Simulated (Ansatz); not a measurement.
Z-matrix (Å, degrees):
```
B
H 1 1.2010
C 1 1.5772 2 116.88
H 3 1.0891 1 114.05 2 176.20
H 3 1.1034 4 110.58 1 112.02
B 3 1.5474 4 115.55 5 121.92
H 6 1.1928 3 119.79 4 -160.90
H 6 1.1932 7 118.89 3 177.50
B 1 1.6381 2 119.38 3 179.73
H 9 1.1963 1 122.43 2 -90.21
H 9 1.1971 10 115.92 1 179.95
```
Charge 0, spin multiplicity 1.

All values below come from frozen-core CCSD(T)/cc-pVTZ // B3LYP-D3(BJ)/def2-TZVP in Ansatz (a quantum-chemistry and plane-wave program).

The HF energy comes out as -115.97220 Ha. The MP2 correlation energy is -0.47396 Ha.

Task: Estimate the CCSD correlation energy, the (T) correction, the total energy and the T1 diagnostic.

Result: 
CCSD correlation energy: -0.52891 Ha
(T) correction: -0.01884 Ha
CCSD(T) total energy: -116.51995 Ha
T1 diagnostic: 0.012
